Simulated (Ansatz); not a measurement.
A made-up structure of B₄H₆, closed shell:

```xyz
10
angstrom
B -0.2034 1.3577 -0.9899
B 0.3217 0.7972 0.2918
B 0.6402 -0.5715 0.2960
B -0.4822 -1.5186 0.5711
H -1.4625 1.5056 -1.2255
H 0.6317 1.6509 -1.7324
H 0.5067 1.4736 1.3878
H 1.8739 -0.9150 0.0664
H -0.6868 -1.6642 1.6987
H -1.1393 -2.1157 -0.3640
```

It is relaxed with PBE-D4/def2-SVP and then PBE0-D4/def2-TZVP (Ansatz 0.2.0). Atoms count as bonded within 1.22 times the sum of their covalent radii (H–H: 0.88 Å). The end point is not checked to be a true minimum.

Problem. Does its bonding change? (A judgement: the text doesn't fix the answer.)

Solution. Computed: No: no bond forms or breaks.

Where it ends: The first stage lowers the energy by 1.78 eV in 10 steps. It ends as B₄H₆ ([BH2][BH][BH][BH2]):
```xyz
10
angstrom
B -0.1489 1.7038 -1.1528
B 0.3118 0.9006 0.1842
B 0.5782 -0.6918 0.3595
B -0.4861 -1.8527 0.7648
H -1.3106 1.8826 -1.3934
H 0.6409 2.1528 -1.9346
H 0.4863 1.5566 1.1833
H 1.7183 -1.0396 0.1634
H -0.6913 -2.1647 1.9038
H -1.0984 -2.4476 -0.0782
```

Labels in which every atom is bracketed show which atoms are joined, not bond orders.

For scale, one of the runs: PBE0-D4/def2-TZVP relaxation, 160 basis functions, launched by `ansatz run in.yaml --threads 2 --pin off --events-out ev --progress --plain --max-ram 4352MiB`. Hardware: 2 CPU threads of an Arm Neoverse V2, shared host. Wall time about 32 s.
